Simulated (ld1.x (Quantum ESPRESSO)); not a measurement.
# Transferability test, PAW potential for silicon

ld1.x (Quantum ESPRESSO) 7.5 input, shortened:

```
&input
   title='Si', zed=14., rel=0, dft='PZ', iswitch=3,
   config='[Ne] 3s1 3p3 3d-2'
 /
 &inputp
   pseudotype=3, lpaw=.true., tm=.true., lloc=2,
   nlcc=.true., rcore=1.60,
   which_augfun='PSQ', rmatch_augfun_nc=.true.
 /
5
3S  1  0   1.00   0.00  1.22  1.64  0.0
3S  1  0   0.00  -0.55  1.22  1.64  0.0
3P  2  1   3.00   0.00  1.78  2.02  0.0
3P  2  1   0.00   1.70  1.78  2.02  0.0
3D  3  2  -2.00   0.05  1.60  1.60  0.0
 &test
   configts(1)='3s1 3p3'
 /
```

Energies are relative to the spin-unpolarised reference configuration 3s1 3p3; without spin polarisation the order of configurations can differ from experiment. Spin-polarised rows fill each open shell by Hund’s rule, majority spin first.

```json
{"valence configuration": "3s2 3p1", "charge": "+1", "ΔE all-electron (eV)": "1.090", "error AE − PS (meV)": "+0.2"}
{"valence configuration": "3s2 3p0", "charge": "+2", "ΔE all-electron (eV)": "17.217", "error AE − PS (meV)": "-6.9"}
{"valence configuration": "3s1 3p2", "charge": "+1", "ΔE all-electron (eV)": "8.440", "error AE − PS (meV)": "-0.9"}
{"valence configuration": "3s2 3p2.3", "charge": "-0.3", "ΔE all-electron (eV)": "-7.709", "error AE − PS (meV)": "-0.5"}
{"valence configuration": "3s1 3p0", "charge": "+3", "ΔE all-electron (eV)": "51.290", "error AE − PS (meV)": "-60"}
{"valence configuration": "3s0 3p4", "charge": "0", "ΔE all-electron (eV)": "6.912", "error AE − PS (meV)": "-0.4"}
{"valence configuration": "3s2 3p2 (spin-polarised)", "charge": "0", "ΔE all-electron (eV)": "-7.361", "error AE − PS (meV)": "-0.6"}
```

(1) What are ΔE and the potential's error for 3s1 3p3 (spin-polarised)?

(2) What are ΔE and the potential's error for 3s2 3p2?

## Answers

(1) ΔE = -3.072 eV all-electron; the error (AE − PS) is -5.7 meV.

(2) ΔE = -6.750 eV all-electron; the error (AE − PS) is -0.3 meV.
